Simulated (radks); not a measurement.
Q: These are the eigenvalues of the occupied orbitals of an atom or ion with whole-number occupations (hartree). Calculated with a radial shooting solver on a logarithmic mesh with Libxc functionals: scalar-relativistic Kohn-Sham, r2SCAN, spin-polarised, spherical densities, finite nucleus; meta-GGA in the generalised Kohn-Sham scheme; Fermi nuclear charge, rms radius of each element as measured or else 0.836 A^(1/3) + 0.57 fm.

1s down: -2887.238
1s up: -2887.237
2s up: -510.3529
2s down: -510.3281
2p up: -442.6066
2p down: -442.5872
3s up: -122.2062
3s down: -122.2032
3p up: -102.3891
3p down: -102.3840
3d up: -80.84471
3d down: -80.82998
4s up: -28.47903
4s down: -28.45952
4p up: -21.94965
4p down: -21.93295
4d up: -13.97675
4d down: -13.95650
5s up: -6.35685
5s down: -6.21605
4f up: -5.13451
4f down: -5.10290
5p up: -4.62460
5p down: -4.44412
5d up: -2.57207

Which element is it, and in what charge state? The configuration may be excited. Open shells, if any, are filled with parallel spins first.

A: Z = 78, platinum, charge +5: Pt5+ in [Xe] 4f14 5d5. The list shows which subshells hold electrons but not how many an open one holds; the 1s level, -2887.2 hartree, gives Z - s = 76.0 by -(Z - s)^2/2, which with screening and relativity narrows Z to a few neighbours, and the depths of the outer levels then fix element, charge and occupations together.
